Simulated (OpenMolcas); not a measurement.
A run on Ti2+ with 3 ligands (ammonia) in trigonal planar coordination (C3h) at 2.22 Å. Ligand basis ANO-RCC-VDZP.
```
Ti    0.0000    0.0000    0.0000
N     2.2200    0.0000    0.0000
H     2.6021    0.9457    0.0000
H     2.6021   -0.4729    0.8190
H     2.6021   -0.4729   -0.8190
N    -1.1100    1.9226    0.0000
H    -2.1201    1.7806    0.0000
H    -0.8915    2.4899   -0.8190
H    -0.8915    2.4899    0.8190
N    -1.1100   -1.9226    0.0000
H    -0.4820   -2.7263    0.0000
H    -1.7106   -2.0171   -0.8190
H    -1.7106   -2.0171    0.8190
```

```
Program             : OpenMolcas 26.06
Method              : SS-CASPT2, IPEA 0 Eh, imaginary shift 0.1 Eh (closed shells correlated: 3s 3p and the ligand valence shells)
Basis               : ANO-RCC-VTZP [6s5p3d2f1g]
Scalar Hamiltonian  : DKH2, point nucleus
Active space        : 2 electrons in 5 orbitals (3d)
State averaging     : 2S+1 = 3 even, 10 roots; 2S+1 = 1 even, 15 roots
Spin-orbit coupling : RASSI with atomic mean-field integrals over the reference wave functions
```

146 basis functions. Blocks (2S+1, parity, CSFs, roots kept): 3, even, 10, 10; 1, even, 15, 15.

Question: How long do the CASPT2 steps take on 1 thread of Arm Neoverse V2, on a shared host?

Answer: About 2.8 min of wall time, without the integral step.
